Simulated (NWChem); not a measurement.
System meant: C₃H₂N₃, doublet; SMILES [c]1ncncn1

The following NWChem deck was run.

```
start job
memory heap 200 mb stack 900 mb global 1100 mb
geometry units angstroms noautoz
  C      0.000000     0.000000     1.314372
  N      1.172969     0.093163     0.754202
  C      1.120041     0.088924    -0.582424
  N      0.000000     0.000000    -1.289013
  C     -1.120041    -0.088924    -0.582424
  N     -1.172969    -0.093163     0.754202
  H      2.067690     0.164173    -1.129362
  H     -2.067690    -0.164173    -1.129362
end
basis spherical
  * library def2-svp
end
dft
  odft
  mult 2
  xc b3lyp
  iterations 4
  mulliken
end
task dft energy
```

End of the output:

```
     --------------------------
     Expectation value of S2:
     --------------------------
      <S2> =      0.7532 (Exact =     0.7500)

 center of mass
 --------------
 x =   0.00000000 y =   0.00000000 z =   0.05313470

 moments of inertia (a.u.)
 ------------------
         251.961783889520           0.000000000000           0.000000000000
           0.000000000000         529.594187308151           0.000000000000
           0.000000000000           0.000000000000         277.632403418631

     Multipole analysis of the density
     ---------------------------------

     L   x y z        total         alpha         beta         nuclear
     -   - - -        -----         -----         ----         -------
     0   0 0 0     -0.000000    -21.000000    -20.000000     41.000000

     1   1 0 0      0.000000     -0.000000      0.000000      0.000000
     1   0 1 0     -0.000000     -0.000000     -0.000000      0.000000
     1   0 0 1     -0.579317     -1.700101      1.120784     -0.000000

     2   2 0 0    -24.456088    -90.319453    -88.181208    154.044572
     2   1 1 0      0.000000      0.000000      0.000000      0.000000
     2   1 0 1      0.000000      0.000000      0.000000      0.000000
     2   0 2 0    -24.217706    -12.448526    -11.769181      0.000000
     2   0 1 1      0.000000     -0.000000      0.000000      0.000000
     2   0 0 2    -28.247172    -84.684679    -74.194179    130.631687

 ------------------------------------------------------------------------
 dft energy failed                                                                                  0
 ------------------------------------------------------------------------
 ------------------------------------------------------------------------
  current input line :
    23: task dft energy
 ------------------------------------------------------------------------
 ------------------------------------------------------------------------
 This type of error is most commonly associated with calculations not reaching convergence criteria
 ------------------------------------------------------------------------
 For more information see the NWChem manual at https://nwchemgit.github.io

0:dft energy failed:Received an Error in Communication
```

**Question.** Can this run be used? If not, why, and what is the fix?

**Answer.** Convergence was not reached. Cause: the SCF was allowed too few iterations. This input runs:
```
start job
memory heap 200 mb stack 900 mb global 1100 mb
geometry units angstroms noautoz
  C      0.000000     0.000000     1.314372
  N      1.172969     0.093163     0.754202
  C      1.120041     0.088924    -0.582424
  N      0.000000     0.000000    -1.289013
  C     -1.120041    -0.088924    -0.582424
  N     -1.172969    -0.093163     0.754202
  H      2.067690     0.164173    -1.129362
  H     -2.067690    -0.164173    -1.129362
end
basis spherical
  * library def2-svp
end
dft
  odft
  mult 2
  xc b3lyp
  iterations 150
  mulliken
end
task dft energy
```
It converges to -279.47518 Ha (B3LYP/def2-SVP, spin-unrestricted).
